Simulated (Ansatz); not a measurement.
Isolated molecules relaxed with PBE0-D4/def2-TZVP in Ansatz; ΔE leaves out vibrations. CCSD(T)/CBS adds triple-zeta CCSD(T) − MP2 to the extrapolated MP2 energy (def2 sets, frozen cores). This one scheme is used for every species. Functionals use def2-TZVPP. B3LYP here is the variant with VWN-RPA as its local correlation; programs differ in this. For Se outer-core shells are correlated without core-valence functions, which leaves a few kJ/mol of doubt a bond. Scalar relativity is left out up to krypton. Each species was taken in one conformer, which may not be the lowest.

`[SiH3][Se]BCl` + `CC` → `CC[Se][SiH3]` + `BCl`  (formal exchange of groups at the Se–B bond)

`[SiH3][Se]BCl`:

Z-matrix (Å, degrees):
```
Si
Se 1 2.294
H 1 1.482 2 110.2
H 1 1.483 2 106.1 3 119.3
H 1 1.482 2 110.1 3 -121.5
B 2 1.922 1 95.4 3 60.7
Cl 6 1.742 2 119.7 1 180.0
H 6 1.191 2 121.8 1 -0.0
```

`CC`:

```xyz
8

C     0.432   -0.552    0.293
C    -0.432    0.552   -0.293
H     1.184   -0.149    0.976
H    -0.168   -1.272    0.855
H     0.959   -1.103   -0.488
H    -1.184    0.149   -0.976
H     0.168    1.272   -0.855
H    -0.960    1.103    0.488
```

`CC[Se][SiH3]`:

Cartesian coordinates in Å:
```
C 1.701 -0.130 1.342
C 0.521 -0.386 0.429
Se -0.221 1.330 -0.197
Si -1.865 0.454 -1.485
H 2.492 0.415 0.823
H 2.117 -1.078 1.692
H 1.406 0.453 2.217
H -0.274 -0.921 0.948
H 0.816 -0.960 -0.450
H -2.587 1.601 -2.089
H -1.302 -0.411 -2.556
H -2.804 -0.367 -0.675
```

`BCl`:

Cartesian coordinates in Å:
```
B -0.090 0.033 0.119
Cl 0.928 -0.344 -1.232
H -1.069 0.679 -0.079
H 0.231 -0.369 1.192
```

Q: Is it downhill or uphill in electronic energy at CCSD(T)/CBS, and by how much? (Estimate.)

A: The calculation gave: Uphill: ΔE = +28.7 kcal/mol.

Q: What do these levels give: B3LYP-D4, ωB97X-V, ωB97M-V, B2PLYP, PBE, r2SCAN, B3LYP, HF/def2-TZVPP, MP2/def2-TZVPP, SCS-MP2/def2-TZVPP, CCSD(T)/def2-TZVPP, HF/def2-QZVPP? (Best estimate.)

A: Ansatz gave: B3LYP-D4 28.5, ωB97X-V 28.0, ωB97M-V 28.5, B2PLYP 28.8, PBE 30.4, r2SCAN 30.5, B3LYP 28.8, HF/def2-TZVPP 26.7, MP2/def2-TZVPP 29.1, SCS-MP2/def2-TZVPP 27.9, CCSD(T)/def2-TZVPP 28.3, HF/def2-QZVPP 26.5 kcal/mol.

Largest T1 diagnostic among the species: 0.012.

In def2-TZVPP, CCSD(T) changes the Hartree–Fock value by +1.6 kcal/mol (the triples alone add +0.3 kcal/mol) and MP2 by +2.3 kcal/mol.
